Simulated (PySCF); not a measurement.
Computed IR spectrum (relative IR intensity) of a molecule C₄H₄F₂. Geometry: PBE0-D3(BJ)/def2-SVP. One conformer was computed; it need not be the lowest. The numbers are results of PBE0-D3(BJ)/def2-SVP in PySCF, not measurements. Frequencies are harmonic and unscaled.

Lines under 2 % of the strongest are left out, and lines within 2 cm⁻¹ are merged.

ν (cm⁻¹): 493 (vw), 684 (vw), 860 (vw), 917 (w), 927 (w), 1015 (m), 1034 (w), 1242 (m), 1309 (w), 1400 (m), 1448 (m), 1822 (vs) (against the strongest line: vs over 80 %, s over 45 %, m over 15 %, w over 4 %, vw less)

Problem. Which molecule gave these data?
(A) C=CC=C(F)F
(B) C=C(F)/C=C\F
(C) CC#CC(F)F
(D) FC1(F)C=CC1

Solution. A, C=CC=C(F)F
